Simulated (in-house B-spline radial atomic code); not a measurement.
The numbers below are computed, except where a source is named.
## Making a Troullier-Martins s channel for Mn, r_c = 1.88 bohr

Mn, [Ar] 3d5 4s2, non-relativistic LDA (VWN5), spherical and spin-unpolarised, from a B-spline radial code for spherical atoms (atomic units). The all-electron 4s level is ε = -0.191136 hartree, its outermost node lies just inside 1.09 bohr and its outer maximum at 2.50 bohr.

Inside r_c the pseudo-orbital is u(r) = r^1 exp(p(r)), with p = c0 + c2 r² + c4 r⁴ + … + c12 r¹². The seven coefficients follow from p and its first four derivatives at r_c, from zero curvature of the screened potential at the origin, c4 = −c2²/(2l + 5), and from the norm inside r_c. At r_c the all-electron orbital has P = 0.5281323, P' = 0.3258568, the screened potential V = -0.8651457, V' = 1.035322, V'' = -1.920862, and the norm inside is Q = 0.1272156.

What are p, p' and p'' at r_c?

p = ln(P/r_c^1) = ln(0.5281323/1.88) = -1.26968. p' = P'/P − 1/r_c = 0.61700 − 0.53191 = 0.08508. The radial equation gives p'' = 2(V − ε) − 2(1) p'/r_c − p'² = -1.34802 − (0.09051) − 0.00724 = -1.44577. Differentiating, p''' = 2V' + 2(1)p'/r_c² − 2(1)p''/r_c − 2p'p'' = 3.9029, and p'''' = 2V'' − 4(1)p'/r_c³ + 4(1)p''/r_c² − 2(1)p'''/r_c − 2p''² − 2p'p''' = -14.526.

For a trial c2 the five matching conditions are linear in c0, c6, c8, c10 and c12, and c2 is varied until the norm inside r_c equals Q. The root nearest zero gives:

```
 n           c_n
 0      -1.53105
 2     -0.247359
 4    -0.0122373
 6     0.2327693
 8    -0.1173323
10    0.02222665
12  -0.001507105
```

Check c4 and p(r_c), and find the screened pseudopotential at the origin.

−c2²/5 = -0.0122373, as listed. The terms c_n r_c^n are -1.53105, -0.87427, -0.15287, 10.27715, -18.30967, 12.25893, -2.93790, which sum to -1.26968. Inverting the radial equation, V_l(r) = ε + 1 p'/r + (p'' + p'²)/2, so V_l(0) = ε + (2l + 3) c2 = -0.191136 + 3 × (-0.247359) = -0.9332 hartree, finite where the all-electron potential diverges.

Orbitals and screened potentials:

| r (bohr) | P | u | V all-electron | V pseudo |
| --- | --- | --- | --- | --- |
| 0.188 | 0.1651 | 0.04031 | -76.39 | -0.9273 |
| 0.47 | -0.1857 | 0.09642 | -17.61 | -0.7423 |
| 0.752 | -0.2447 | 0.1454 | -6.999 | -0.0707 |
| 1.034 | -0.02918 | 0.1987 | -3.44 | 0.8094 |
| 1.316 | 0.2161 | 0.283 | -1.969 | 0.9173 |
| 1.598 | 0.4056 | 0.4101 | -1.254 | -0.3383 |
| 1.88 | 0.5281 | 0.5281 | -0.8651 | -0.8651 |

Logarithmic derivatives P'/P at R = 2.18 bohr, for energies E around ε:

```csv
E − ε (hartree),all-electron,pseudo
-0.5,0.777686,0.764679
-0.25,0.527427,0.523221
-0.1,0.359212,0.358409
0,0.237732,0.237732
0.1,0.107461,0.10641
0.25,-0.10759,-0.115853
0.5,-0.535106,-0.586923
```

With P(R) = 0.5968225 and a norm of 0.2238061 inside R, what slope in energy does norm conservation fix?

d(P'/P)/dE = −2 × (norm inside R)/P(R)² = -1.2566 per hartree·bohr at E = ε, for both atoms, since orbital and norm agree at R. Differences over ±0.1 hartree give -1.2588 (all-electron) and -1.2600 (pseudo), which also hold third-order terms. Half a hartree below ε the two curves differ by -0.0130.
